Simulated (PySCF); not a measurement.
Computed IR spectrum (relative IR intensity) of a molecule CH₆FNO₂Si. Geometry: PBE-D3(BJ)/def2-SVP. Other conformers were not sampled. These are PBE-D3(BJ)/def2-SVP run with PySCF values and carry that method's errors. Frequencies are harmonic and unscaled.

Lines under 2 % of the strongest are left out, and lines within 2 cm⁻¹ are merged.

ν (cm⁻¹): 69 (vw), 140 (vw), 158 (vw), 217 (m), 285 (w), 330 (m), 356 (m), 369 (s), 403 (m), 689 (w), 812 (s), 874 (vs), 923 (vs), 973 (s), 1118 (vs), 1172 (m), 1429 (vw), 1484 (m), 2930 (m), 3006 (w), 3040 (w), 3514 (w), 3613 (m), 3756 (m) (against the strongest line: vs over 80 %, s over 45 %, m over 15 %, w over 4 %, vw less)

Task: Pick the molecule that these values belong to.
(A) CO[Si](N)(O)F
(B) CN[Si](O)(O)F
(C) NC[Si](O)(O)F
(D) N[Si](O)(O)CF

Result: A, CO[Si](N)(O)F
